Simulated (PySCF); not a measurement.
**Correlation energy of Ar⁺ (argon, charge +1)**

[Ne] 3s2 3p5, 2P determinant. Computed with PySCF 2.14 in cc-pVDZ-DK, with the spin-free X2C one-electron Hamiltonian (Gaussian nucleus). Frozen: [Ne]; 7 electrons correlated.

MP2 pair energies summed by pair of shells (mhartree):

```csv
pair,energy,share (%)
3p-3p,-76.54,68.0
3s-3p,-29.30,26.0
3s-3s,-6.71,6.0
```

Total MP2 correlation energy: -112.55 mhartree.

Same-spin part -28.42 and opposite-spin part -84.13 mhartree; SCS-MP2 scales them by 1/3 and 6/5 to -110.42 mhartree.

```csv
level,correlation energy (mhartree)
CCSD,-129.22
(T),-1.10
CCSD(T),-130.32
```

Diagnostics: T1 = 0.0044, D1 = 0.0160, largest double amplitude 0.048.

Cost of the coupled-cluster step: 0.07 s of wall time on 1 thread of Neoverse-V2 (shared host), for 7 correlated electrons.

Iterations:

```
CC2 = 0
CCSD nocc = (np.int64(4), np.int64(3)), nmo = (13, 13)
frozen orbitals [[0, 1, 2, 3, 4], [0, 1, 2, 3, 4]]
max_cycle = 100
direct = 0
conv_tol = 1e-08
conv_tol_normt = 1e-06
diis_space = 8
diis_start_cycle = 0
Init t2, MP2 energy = -0.112546935999601
Init E_corr(UCCSD) = -0.112546936001011
cycle = 1  E_corr(UCCSD) = -0.126061901323112  dE = -0.0135149653  norm(t1,t2) = 0.028115
cycle = 2  E_corr(UCCSD) = -0.128321092398203  dE = -0.00225919108  norm(t1,t2) = 0.0084177
cycle = 3  E_corr(UCCSD) = -0.129237958078186  dE = -0.00091686568  norm(t1,t2) = 0.00305831
cycle = 4  E_corr(UCCSD) = -0.129220237775589  dE = 1.77203026e-05  norm(t1,t2) = 0.000267939
cycle = 5  E_corr(UCCSD) = -0.129222578309046  dE = -2.34053346e-06  norm(t1,t2) = 6.33484e-05
cycle = 6  E_corr(UCCSD) = -0.129222302234155  dE = 2.76074891e-07  norm(t1,t2) = 1.27334e-05
cycle = 7  E_corr(UCCSD) = -0.129222358314511  dE = -5.60803559e-08  norm(t1,t2) = 1.87532e-06
cycle = 8  E_corr(UCCSD) = -0.129222343990335  dE = 1.43241765e-08  norm(t1,t2) = 2.6239e-07
cycle = 9  E_corr(UCCSD) = -0.129222345353755  dE = -1.36342027e-09  norm(t1,t2) = 3.84875e-08
UCCSD converged
E(UCCSD) = -528.1965329585242  E_corr = -0.1292223453537551
UCCSD(T) correction = -0.00109549009294635
```
